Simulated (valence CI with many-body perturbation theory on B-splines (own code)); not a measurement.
**Ta34+: E2, M1 decay**

Level of theory: relativistic CI+MBPT: three valence electrons over a frozen Dirac-Fock core [Kr], a basis of 9 s, 9 p, 10 d, 8 f, 5 g, 3 h, 1 i functions for each j, with the one-electron correlation potential Σ1 (screened to all orders), the two-electron term Σ2, the three-electron term Σ3, Breit, model QED; selected single and double excitations, second order for the rest (own B-spline code, finite nucleus).

The last digits are not significant, and no measured levels were compared; by estimate large intervals hold to a few tenths of a per cent, small ones and those within an open d or f shell to about a per cent. Only levels of the ground parity were solved; by the run's estimate the other parity begins above the list, which can be wrong where configurations are misplaced.

Lines 1 to 50 of 57 in falling wavelength, among levels below 494450 cm⁻¹, chosen from the decays that carry over 1 % of a level's rate. Wavelengths and rates use the calculated energies. Electric multipoles are in the length gauge, E1 and E2 with the static RPA response of the core. S is in atomic units (e²a₀⁴ for E2 and M2, e²a₀⁶ for E3), for M1 in squared Bohr magnetons. Weak lines are less certain than strong ones. Lines between different terms over intervals too small for the method are left out, as are lines whose strength nearly cancels. The highest levels of a list are the least certain.

Levels are named by their leading jj configuration (3d3/2^4 stands for four electrons in 3d with j = 3/2), which in mixed levels can hold well under half, so a name can repeat and another be missing. Letters in brackets count levels of one name in rising energy.

```tsv
λ vac (Å)	Upper	Lower	Type	A (s⁻¹)	S (a.u.)
31490	(4d3/2^2 4d5/2) J=9/2	(4d3/2^2 4d5/2) J=7/2	M1	2.50e-01	2.90e+00
3360	(4d3/2^2 4d5/2) J=7/2	(4d3/2^2 4d5/2) J=5/2 [a]	M1	4.07e+02	4.58e+00
2735	(4d3/2 4d5/2^2) J=5/2 [b]	(4d3/2 4d5/2^2) J=3/2 [a]	M1	3.52e+02	1.60e+00
1506	(4d3/2^2 4d5/2) J=5/2 [b]	(4d3/2^2 4d5/2) J=7/2	M1	2.85e+02	2.16e-01
1457	(4d3/2 4d5/2^2) J=7/2 [b]	(4d3/2 4d5/2^2) J=7/2 [a]	M1	7.08e+02	6.49e-01
1418	(4d3/2 4d5/2^2) J=3/2 [a]	(4d3/2^2 4d5/2) J=5/2 [b]	M1	1.01e+03	4.28e-01
1377	(4d5/2^3) J=3/2	(4d3/2 4d5/2^2) J=3/2 [b]	M1	1.66e+03	6.42e-01
1301	(4d3/2^2 4d5/2) J=5/2 [b]	(4d3/2^2 4d5/2) J=3/2	M1	1.95e+03	9.55e-01
1166	(4d3/2 4d5/2^2) J=3/2 [b]	(4d3/2 4d5/2^2) J=1/2	M1	1.97e+03	4.63e-01
1156	(4d3/2 4d5/2^2) J=5/2 [a]	(4d3/2^2 4d5/2) J=5/2 [b]	M1	6.40e+03	2.20e+00
1059	(4d3/2 4d5/2^2) J=3/2 [b]	(4d3/2 4d5/2^2) J=3/2 [a]	M1	3.22e+03	5.68e-01
1040	(4d3/2^2 4d5/2) J=5/2 [b]	(4d3/2^2 4d5/2) J=5/2 [a]	M1	5.01e+02	1.25e-01
970.9	(4d5/2^3) J=5/2	(4d3/2 4d5/2^2) J=3/2 [b]	M1	4.38e+03	8.92e-01
933.7	(4d3/2 4d5/2^2) J=5/2 [b]	(4d3/2^2 4d5/2) J=5/2 [b]	M1	1.11e+04	2.00e+00
921.6	(4d5/2^3) J=9/2	(4d3/2 4d5/2^2) J=11/2	M1	2.80e+03	8.12e-01
905.9	(4d3/2 4d5/2^2) J=7/2 [a]	(4d3/2^2 4d5/2) J=7/2	M1	1.32e+04	2.92e+00
898.3	(4d3/2^2 4d5/2) J=5/2 [a]	(4d3/2^3) J=3/2	M1	3.59e+04	5.79e+00
888.1	(4d3/2 4d5/2^2) J=7/2 [b]	(4d3/2^2 4d5/2) J=5/2 [b]	M1	2.43e+03	5.05e-01
832.3	(4d3/2 4d5/2^2) J=9/2	(4d3/2^2 4d5/2) J=9/2	M1	2.55e+04	5.45e+00
810.9	(4d3/2 4d5/2^2) J=9/2	(4d3/2^2 4d5/2) J=7/2	M1	1.57e+04	3.10e+00
766.6	(4d5/2^3) J=3/2	(4d3/2 4d5/2^2) J=5/2 [b]	M1	2.75e+03	1.84e-01
765.5	(4d3/2^2 4d5/2) J=3/2	(4d3/2^3) J=3/2	M1	2.97e+04	1.98e+00
757.1	(4d3/2 4d5/2^2) J=3/2 [a]	(4d3/2^2 4d5/2) J=1/2	M1	9.29e+03	5.98e-01
723.5	(4d5/2^3) J=9/2	(4d3/2 4d5/2^2) J=9/2	M1	3.58e+04	5.03e+00
713.5	(4d3/2 4d5/2^2) J=7/2 [a]	(4d3/2^2 4d5/2) J=5/2 [a]	M1	5.86e+04	6.31e+00
710.8	(4d3/2 4d5/2^2) J=1/2	(4d3/2^2 4d5/2) J=1/2	M1	5.40e+04	1.44e+00
708.8	(4d3/2^2 4d5/2) J=7/2	(4d3/2^3) J=3/2	E2	9.51e+00	1.22e-02
685.1	(4d3/2^2 4d5/2) J=1/2	(4d3/2^3) J=3/2	M1	1.11e+04	2.65e-01
678.4	(4d3/2 4d5/2^2) J=3/2 [a]	(4d3/2^2 4d5/2) J=3/2	M1	5.45e+04	2.52e+00
667.3	(4d3/2 4d5/2^2) J=11/2	(4d3/2^2 4d5/2) J=9/2	M1	1.76e+04	2.33e+00
661.9	(4d5/2^3) J=3/2	(4d3/2 4d5/2^2) J=5/2 [a]	M1	3.27e+04	1.41e+00
661.6	(4d5/2^3) J=9/2	(4d3/2 4d5/2^2) J=7/2 [a]	M1	5.04e+04	5.41e+00
654.0	(4d3/2 4d5/2^2) J=5/2 [a]	(4d3/2^2 4d5/2) J=7/2	M1	2.29e+03	1.43e-01
643.8	(4d5/2^3) J=5/2	(4d3/2 4d5/2^2) J=7/2 [b]	M1	1.28e+04	7.57e-01
641.0	(4d3/2 4d5/2^2) J=1/2	(4d3/2^2 4d5/2) J=3/2	M1	2.94e+03	5.75e-02
631.2	(4d5/2^3) J=3/2	(4d3/2 4d5/2^2) J=1/2	M1	2.12e+04	7.92e-01
621.8	(4d5/2^3) J=5/2	(4d3/2 4d5/2^2) J=5/2 [b]	M1	2.11e+04	1.13e+00
612.2	(4d3/2 4d5/2^2) J=5/2 [a]	(4d3/2^2 4d5/2) J=3/2	M1	2.93e+04	1.50e+00
606.3	(4d3/2 4d5/2^2) J=3/2 [b]	(4d3/2^2 4d5/2) J=5/2 [b]	M1	3.15e+04	1.04e+00
599.8	(4d3/2 4d5/2^2) J=3/2 [a]	(4d3/2^2 4d5/2) J=5/2 [a]	M1	2.59e+04	8.28e-01
598.7	(4d5/2^3) J=3/2	(4d3/2 4d5/2^2) J=3/2 [a]	M1	3.48e+04	1.11e+00
576.3	(4d3/2 4d5/2^2) J=5/2 [b]	(4d3/2^2 4d5/2) J=7/2	M1	1.55e+04	6.62e-01
568.7	(4d3/2 4d5/2^2) J=7/2 [b]	(4d3/2^2 4d5/2) J=9/2	M1	8.88e+03	4.84e-01
558.6	(4d3/2 4d5/2^2) J=7/2 [b]	(4d3/2^2 4d5/2) J=7/2	M1	9.30e+03	4.81e-01
551.1	(4d5/2^3) J=5/2	(4d3/2 4d5/2^2) J=5/2 [a]	M1	3.13e+04	1.17e+00
547.5	(4d3/2 4d5/2^2) J=5/2 [a]	(4d3/2^2 4d5/2) J=5/2 [a]	M1	4.45e+03	1.63e-01
506.6	(4d5/2^3) J=5/2	(4d3/2 4d5/2^2) J=3/2 [a]	M1	3.73e+04	1.08e+00
491.9	(4d3/2 4d5/2^2) J=5/2 [b]	(4d3/2^2 4d5/2) J=5/2 [a]	M1	1.75e+03	4.63e-02
481.9	(4d3/2^2 4d5/2) J=5/2 [b]	(4d3/2^3) J=3/2	M1	4.00e+03	9.96e-02
479.0	(4d3/2 4d5/2^2) J=7/2 [b]	(4d3/2^2 4d5/2) J=5/2 [a]	M1	2.03e+03	6.62e-02
```
